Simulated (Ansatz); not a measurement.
C2H7AlO2, SMILES `CO[CH2][AlH][OH]` from Hartree–Fock to CCSD(T)

```json
{"atom": "C1", "x (Å)": "-0.437", "y (Å)": "0.891", "z (Å)": "-1.320"}
{"atom": "O2", "x (Å)": "-0.841", "y (Å)": "-0.372", "z (Å)": "-0.885"}
{"atom": "C3", "x (Å)": "0.233", "y (Å)": "-1.100", "z (Å)": "-0.301"}
{"atom": "Al4", "x (Å)": "0.693", "y (Å)": "-0.448", "z (Å)": "1.517"}
{"atom": "O5", "x (Å)": "-0.392", "y (Å)": "0.596", "z (Å)": "2.303"}
{"atom": "H6", "x (Å)": "-1.310", "y (Å)": "1.400", "z (Å)": "-1.731"}
{"atom": "H7", "x (Å)": "0.336", "y (Å)": "0.824", "z (Å)": "-2.099"}
{"atom": "H8", "x (Å)": "-0.033", "y (Å)": "1.501", "z (Å)": "-0.494"}
{"atom": "H9", "x (Å)": "1.095", "y (Å)": "-1.131", "z (Å)": "-0.987"}
{"atom": "H10", "x (Å)": "-0.109", "y (Å)": "-2.140", "z (Å)": "-0.224"}
{"atom": "H11", "x (Å)": "1.980", "y (Å)": "-0.878", "z (Å)": "2.331"}
{"atom": "H12", "x (Å)": "-1.215", "y (Å)": "0.857", "z (Å)": "1.891"}
```

Charge 0, multiplicity 1. Geometry: relaxed with PBE0-D4/def2-TZVP. It is one conformer, not always the lowest. Frozen core, restricted reference, the Gaussian-basis code of Ansatz. CBS rows extrapolate triple and quadruple zeta; past MP2 they add the triple-zeta difference.

```json
{"basis": "def2-SVP", "HF (Eh)": "-471.22018", "MP2 corr.": "-0.72077", "CCSD corr.": "-0.76895", "(T)": "-0.01902", "CCSD(T) total": "-472.00815"}
{"basis": "def2-TZVPP", "HF (Eh)": "-471.58428", "MP2 corr.": "-0.90937", "CCSD corr.": "-0.94601", "(T)": "-0.03475", "CCSD(T) total": "-472.56504"}
{"basis": "def2-QZVPP", "HF (Eh)": "-471.60278", "MP2 corr.": "-0.97677", "CCSD corr.": "–", "(T)": "–", "CCSD(T) total": "–"}
{"basis": "CBS(def2)", "HF (Eh)": "-471.60532", "MP2 corr.": "-1.02670", "CCSD corr.": "-1.06334", "(T)": "as TZ", "CCSD(T) total": "-472.70341"}
```
